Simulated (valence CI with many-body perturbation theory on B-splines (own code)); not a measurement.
Values are calculated unless marked as measured or tabulated.
Hyperfine factors and g values of Lu XXXI

Level of theory: valence CI with perturbative core correlation (CI+MBPT): five valence electrons over a frozen Dirac-Fock core [Kr], radial functions for each j: 7 s, 7 p, 8 d, 6 f, 4 g, 1 h, with the one-electron correlation potential Σ1, the two-electron term Σ2, the three-electron term Σ3, Breit, model QED; selected CI, second order for the rest, scaled by the run's own slope (own B-spline code, finite nucleus).

The last digits are not significant, and no measured levels were compared; by estimate large intervals hold to a few tenths of a per cent, small ones and those within an open d or f shell to about a per cent. The list stops below the first excitations out of the core.

A/g_I is the dipole constant over the nuclear g factor μ/I (μ in nuclear magnetons, uniformly magnetised nucleus), B/Q the quadrupole constant per barn. Both hold the static response of the core; the bare values leave it out. Large factors of s and p1/2 electrons are usually good to 5 to 10 %; those of open d and f shells near neutrality can be off by tens of per cent, and small factors of p3/2, d and f electrons come from cancelling terms and can be off by a factor of two or in sign, in half-filled shells by more. B is blank for J = 1/2, where it vanishes, and for nearly pure S terms. Energies count from the lowest level.

Levels are named by their leading jj configuration (3d3/2^4 stands for four electrons in 3d with j = 3/2), which in mixed levels can hold well under half, so a name can repeat and another be missing. Letters in brackets count levels of one name in rising energy.

```tsv
Level	E (eV)	g	A/g_I (MHz)	A/g_I bare	B/Q (MHz/b)	B/Q bare
(4d3/2^4 4d5/2) J=5/2	0.000	1.428	5440	6190	11300	10800
(4d3/2^3 4d5/2^2) J=5/2 [a]	9.580	1.316	4230	4740	6760	6470
(4d3/2^3 4d5/2^2) J=7/2 [a]	13.906	1.159	8570	8720	15900	15300
(4d3/2^3 4d5/2^2) J=3/2 [a]	14.341	1.213	10300	10600	12600	12200
(4d3/2^3 4d5/2^2) J=11/2	14.784	1.126	10900	11000	-422	-478
(4d3/2^3 4d5/2^2) J=9/2	16.093	1.147	9770	9890	15000	14400
(4d3/2^3 4d5/2^2) J=5/2 [b]	16.881	1.141	10100	10200	933	919
(4d3/2^3 4d5/2^2) J=1/2	17.604	1.814	-6140	-4520		
(4d3/2^3 4d5/2^2) J=7/2 [b]	18.828	1.094	11900	11900	-15900	-15300
(4d3/2^3 4d5/2^2) J=3/2 [b]	23.398	0.785	19600	18900	-14300	-13700
(4d3/2^2 4d5/2^3) J=5/2 [a]	23.495	1.254	4300	4680	819	791
(4d3/2^2 4d5/2^3) J=7/2 [a]	25.920	1.217	7320	7600	-1830	-1770
(4d3/2^2 4d5/2^3) J=11/2	26.534	1.081	11000	11000	495	489
(4d3/2^2 4d5/2^3) J=9/2 [a]	27.144	1.147	9360	9480	-2400	-2320
(4d3/2^2 4d5/2^3) J=1/2 [a]	27.916	0.568	28600	27400		
(4d3/2^2 4d5/2^3) J=13/2	28.592	1.074	11700	11700	-8.85	2.63
(4d3/2^2 4d5/2^3) J=3/2 [a]	28.757	1.193	9050	9270	699	659
(4d3/2^2 4d5/2^3) J=5/2 [b]	29.242	1.017	13000	12800	-2710	-2580
(4d3/2^2 4d5/2^3) J=9/2 [b]	31.413	1.109	10600	10600	817	787
(4d3/2^2 4d5/2^3) J=7/2 [b]	32.025	0.989	14400	14200	-889	-855
(4d3/2^2 4d5/2^3) J=5/2 [c]	32.482	1.045	12200	12100	2770	2640
(4d3/2^2 4d5/2^3) J=3/2 [b]	33.180	0.836	18100	17500	1370	1340
(4d3/2^2 4d5/2^3) J=1/2 [b]	34.713	1.817	-7050	-5420		
(4d3/2^2 4d5/2^3) J=7/2 [c]	34.899	1.048	12900	12800	1510	1450
(4d3/2^2 4d5/2^3) J=9/2 [c]	37.623	1.105	10700	10700	8480	8180
(4d3/2 4d5/2^4) J=5/2 [a]	39.555	1.253	5280	5650	-7630	-7310
(4d3/2 4d5/2^4) J=7/2 [a]	42.648	1.192	8060	8280	-19500	-18800
(4d3/2^2 4d5/2^3) J=3/2 [c]	42.694	1.160	8820	8970	-6800	-6560
(4d3/2^2 4d5/2^3) J=5/2 [d]	43.388	1.137	8510	8620	7070	6820
(4d3/2 4d5/2^4) J=11/2	43.656	1.070	11400	11400	-12.7	71.5
(4d3/2 4d5/2^4) J=3/2 [a]	43.933	0.980	12400	12200	-13400	-12900
(4d3/2 4d5/2^4) J=9/2	46.069	1.113	10100	10100	-21800	-21000
(4d3/2 4d5/2^4) J=5/2 [b]	47.532	1.112	10100	10100	1860	1800
(4d3/2 4d5/2^4) J=7/2 [b]	48.523	0.993	13200	12900	20700	19900
(4d3/2 4d5/2^4) J=1/2	51.570	1.124	-1610	-1500		
(4d3/2 4d5/2^4) J=3/2 [b]	56.786	0.876	19000	18500	19800	19000
(4d5/2^5) J=5/2	59.802	1.153	8040	8180	-21100	-20300
```

(1) Take the isotope of mass number 175, with I = 7/2, μ = 2.2257 μN and Q = 3.49 b. What is the hyperfine structure of (4d3/2^3 4d5/2^2) J=9/2?

Answers

(1) From the table A = 6210 MHz, B = 52300 MHz. Shifts from the centre of gravity in MHz: F = 1: -95600, F = 2: -90600, F = 3: -81600, F = 4: -66800, F = 5: -43500, F = 6: -8730, F = 7: 41300, F = 8: 111000.
